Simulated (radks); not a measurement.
The oxygen ion O2+ inside a hard spherical wall (all orbitals vanish at R), configuration held at [He] 2s2 2p2 and not refilled when levels cross. Calculated with a radial shooting solver on a logarithmic mesh with Libxc functionals: scalar-relativistic Kohn-Sham, PBEsol, spin-polarised, spherical densities, finite nucleus; open shells are filled with parallel spins first; Fermi nuclear charge, rms radius 2.6991 fm. Eigenvalues in eV for spin up, with the zero of energy where the potential of the charges vanishes at infinity; a dash marks a level that is unbound or too diffuse for the functional's potential to be trusted. A positive occupied level is held by the wall or, in an anion where self-interaction has pushed it up, behind a barrier. The pressure on the wall is -dE/dV.

\begin{tabular}{lrrrrrrrr}
R (bohr) & E (hartree) & kinetic (hartree) & e(1s) & e(2s) & e(2p) & e(3s, empty) & e(3p, empty) & pressure (GPa) \\ \hline
free & -73.00679 & 72.942 & -556.03 & -59.898 & -44.979 & - & - & 0 \\
15 & -73.00679 & 72.942 & -556.03 & -59.898 & -44.979 & - & - & < 0.0001 \\
8 & -73.00679 & 72.942 & -556.03 & -59.898 & -44.979 & -14.543 & - & < 0.0001 \\
7 & -73.00679 & 72.942 & -556.03 & -59.898 & -44.979 & -14.470 & -11.218 & < 0.0001 \\
6 & -73.00679 & 72.943 & -556.03 & -59.898 & -44.979 & -14.182 & -10.745 & 0.000435 \\
4 & -73.00535 & 72.959 & -555.94 & -59.843 & -44.913 & -9.269 & -4.910 & 0.679 \\
3.5 & -72.99971 & 73.013 & -555.68 & -59.680 & -44.718 & -4.323 & 0.234 & 4.26 \\
3 & -72.97323 & 73.217 & -554.76 & -59.084 & -44.025 & 5.693 & 9.967 & 26.8 \\
2.5 & -72.85342 & 73.938 & -551.86 & -57.014 & -41.726 & 27.221 & 29.569 & 173 \\
2 & -72.32402 & 76.316 & -543.67 & -49.892 & -34.459 & 77.788 & 72.819 & 1190 \\
1.5 & -69.93097 & 84.054 & -522.53 & -23.491 & -10.947 & 214.18 & 182.17 & 9850 \\
\end{tabular}
